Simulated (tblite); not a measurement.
Compound: C5H9S2 (doublet state).
Cartesian coordinates in Å at the GFN2-xTB level; atoms count from 1:
```xyz
16
C5H9S2 angstrom
C      2.1748    0.0639   -0.0770
C      0.7211    0.1753   -0.5039
C     -0.1447   -0.9029    0.1351
C     -1.5445   -0.9636   -0.4527
S     -2.5728    0.4773    0.0159
C     -1.5309    1.7674   -0.4689
S      0.1344    1.8635   -0.0279
H      2.2546    0.1254    1.0062
H      2.7597    0.8715   -0.5110
H      2.5911   -0.8864   -0.4057
H      0.6393    0.1276   -1.5939
H      0.3377   -1.8717   -0.0272
H     -0.2040   -0.7334    1.2131
H     -1.5148   -1.0032   -1.5424
H     -2.0882   -1.8287   -0.0758
H     -2.0203    2.7268   -0.4372
```

All values are computed: GFN2-xTB (tblite) harmonic vibrations without scaling, gas phase. Against measured fundamentals such values can be off by several per cent, at times by over 20. One conformer, not necessarily the lowest. Open shells enter through the occupations alone, without spin polarisation, and single modes of such species can be off by tens of per cent.

Harmonic wavenumbers (cm⁻¹): 83.8, 200.0, 212.1, 255.9, 268.0, 294.9, 358.4, 391.0, 501.6, 553.1, 637.9, 669.0, 742.6, 840.1, 870.4, 926.1, 938.4, 1027.9, 1063.5, 1074.5, 1106.5, 1148.4, 1173.8, 1195.0, 1234.2, 1263.6, 1279.4, 1344.6, 1410.9, 1439.1, 1465.4, 1484.8, 1492.7, 2929.3, 2945.5, 2970.8, 2981.9, 3008.8, 3024.5, 3037.3, 3043.9, 3092.9.

A = 3022, B = 1532, C = 1076 MHz; mass 133.015 u (most abundant isotopes); point group C1, symmetry number 1; spin multiplicity 2.

Question: What is the zero-point energy?

Answer: Half the sum of the wavenumbers: 27991 cm⁻¹ = 334.85 kJ/mol.

Question: Entropy at 400 K, 1 bar (ideal gas, RRHO, classical rotation)?

Answer: Translation 175.96, rotation 123.15, vibration 110.61, spin (R ln 2) 5.76: S = 415.5 J/(mol K).

Question: And Cp and H(400 K) − H(0)?

Answer: Cp = 168.85 J/(mol K), of which vibrations give 135.59 (their classical limit is 42 R = 349.2); H(400 K) − H(0) = 38.85 kJ/mol without the zero-point energy, 25.54 from vibrations.

Question: Which modes carry the vibrational entropy at 400 K?

Answer: 83.8 cm⁻¹: 18.32; 200.0 cm⁻¹: 11.23; 212.1 cm⁻¹: 10.76; 255.9 cm⁻¹: 9.29; 268.0 cm⁻¹: 8.93; 294.9 cm⁻¹: 8.20 J/(mol K); the other 36 give 43.87 together.

Question: Blend soft modes into free rotors: weight 1/[1 + (100 cm⁻¹/ν̃)⁴] for the oscillator and the rest for a rotor with moment μB/(μ + B), μ = h/(8π²ν), B = 10⁻⁴⁴ kg m². What vibrational entropy results?

Answer: 107.59 J/(mol K) in place of 110.61, which changes −T·S at 400 K by +1.21 kJ/mol.

Hindered rotation and anharmonicity are outside this model. Other conformers, if any are populated, would add a mixing term that is left out. The structure is chiral; the term R ln 2 for an equal mix with its mirror image is left out.
